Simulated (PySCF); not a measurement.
Si(H)2(OH)(SMe) (CH6OSSi), SMILES CS[SiH2]O.

Coordinates come from a PBE0-D3(BJ)/def2-SVP optimisation. Other conformers were not sampled.

Computed with PBE/def2-TZVP (PySCF).

Gas-phase values at a fixed geometry.

```
Quantity                                                                                                       Result
---------------------------------------------------------------------------------------------  ----------------------
total energy                                                                                       -804.30047 hartree
highest occupied level                                                                                       -5.85 eV
lowest empty level                                                                                           -0.85 eV
orbital gap                                                                                                   5.01 eV
dipole moment                                                                                                  2.59 D
quadrupole, principal values (traceless, Buckingham form, about the centre of nuclear charge)  -3.44, -2.03, 5.47 D·Å
mean static polarisability                                                                       62.8 bohr³ (9.30 Å³)
polarisability, principal values                                                               52.1, 59.8, 76.5 bohr³
```
